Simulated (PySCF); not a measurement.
C4H12Ge, triplet, at the geometry of the source list (a higher spin typed on purpose: for a closed-shell molecule this is an excited state). Base run: PySCF with M062X/6-31G.

Here is a job for PySCF.
```python
from pyscf import gto, scf, dft

mol = gto.Mole()
mol.atom = '''
    Ge    0.738300    1.693100    0.196900
    C    -0.056600   -0.134800   -0.017900
    C    -0.234800   -0.768800    1.357700
    C     0.875400   -0.996300   -0.863000
    C    -1.413600   -0.016900   -0.703700
    H     1.969800    1.673700    1.047400
    H     1.126400    2.300200   -1.120500
    H    -0.222500    2.643100    0.845500
    H    -0.661200   -1.770000    1.266300
    H     0.723000   -0.852200    1.869900
    H    -0.904500   -0.168300    1.972400
    H     1.848400   -1.094300   -0.381900
    H     1.022900   -0.552100   -1.848200
    H     0.459000   -1.994800   -0.997100
    H    -1.308500    0.417500   -1.699000
    H    -2.082800    0.619200   -0.119800
    H    -1.878600   -0.998400   -0.805100
'''
mol.basis = '6-31g'
mol.charge = 0
mol.spin = 2
mol.verbose = 4
mol.build()

mf = dft.UKS(mol)
mf.xc = 'm062x'
mf.kernel()
```

Each row names what was changed in the base input (with any setting that the change needs).

| change | ΔE vs base (mEh) | fitting functions | dipole (D) |
|---|---|---|---|
| base | 0.000 | - | 5.23 |
| auxbasis = def2-universal-jkfit | 0.036 | 782 | 5.23 |
| auxbasis = even-tempered beta=3.0 | -26.069 | 444 | 5.27 |
| auxbasis = def2-tzvp-ri | -5673.0 | 643 | 5.22 |
| auxbasis = default (with mf = mf.density_fit()) | 290.5 | 727 | 5.20 |
| auxbasis = even-tempered beta=1.6 | -4.005 | 980 | 5.24 |
| exchange = seminumerical (SGX) (with mf = sgx.sgx_fit(mf, auxbasis='def2-universal-jfit'); with mf.with_df.dfj = True) | -0.416 | 386 | 5.22 |
| auxbasis = cc-pvtz-jkfit | 0.034 | 883 | 5.23 |
| auxbasis = def2-universal-jfit | 9889.1 | 386 | 5.19 |
| auxbasis = cc-pvtz-ri | -5567.0 | 850 | 5.29 |

A fitting set is made for a task (jfit for Coulomb, jkfit for Coulomb and exchange, ri for correlation) and for a family of orbital bases.

Open shells are given as the SCF converged; they aren't shown to be the lowest states, and a large step between rows can be another state.
